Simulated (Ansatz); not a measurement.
CH5GeS (`[CH3][GeH][SH]`) radical, relaxed with UKS PBE-D4/def2-SVP in Ansatz 0.2.0 from a rough embedded geometry. The force threshold is 0.03 eV/Å; the program also tests the step.

Total charge 0; spin multiplicity 2.

Start:

```xyz
8

C    -0.282    0.794   -0.627
Ge   -0.133   -1.016   -0.154
S     0.769   -1.138    1.856
H     0.757    1.252   -0.698
H    -0.936    1.376    0.075
H    -0.732    0.938   -1.676
H     0.776   -1.778   -1.191
H    -0.219   -0.429    2.415
```

Question: By how much does the energy fall, and how many steps does the optimiser take? (Best estimate.)

Answer: Ansatz gave: 20.76 kJ/mol, in 6 steps, 1 of them rejected.

Question: Which bonds change most? (Estimate.)

Answer: Computed: C1–Ge2 from 1.877 to 1.990 Å; Ge2–S3 from 2.207 to 2.262 Å; C1–H6 from 1.151 to 1.108 Å; C1–H4 from 1.138 to 1.109 Å.

Question: Give the relaxed structure. (An estimate is asked.)

Answer: Ansatz gave: 
```xyz
8

C    -0.308    0.861   -0.680
Ge   -0.208   -1.064   -0.186
S     0.746   -1.277    1.854
H     0.709    1.298   -0.630
H    -0.978    1.405    0.013
H    -0.702    0.955   -1.711
H     0.829   -1.801   -1.107
H    -0.088   -0.377    2.448
```
